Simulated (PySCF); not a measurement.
H4OSn, SMILES [SnH3][OH]. The structure is a stationary point at B3LYP-D3(BJ)/def2-TZVP. The def2 effective core potentials stand for the cores of Sn; spin–orbit coupling is left out.

All values below come from B3LYP-D3(BJ)/def2-TZVP (PySCF).

Harmonic wavenumbers (cm⁻¹): 130, 491, 498, 597, 697, 699, 714, 858, 1914, 1915, 1963, 3835. Rotational constants (GHz): 57.19, 7.677, 7.584; symmetry number 1.

Work out the zero-point energy and the ideal-gas rigid-rotor harmonic-oscillator thermochemistry at 298.15 K and 1 atm.

ZPE = ½ Σ hcν = ½ × 14312 cm⁻¹ = 20.46 kcal/mol. H − E(el) = 23.89 kcal/mol. Entropy in cal/(mol K): translation 40.69, rotation 22.09, vibration 5.82, total 68.61. G − E(el) = 3.44 kcal/mol. Cp = 16.51 cal/(mol K). Modes under 150 cm⁻¹ make the vibrational entropy uncertain.
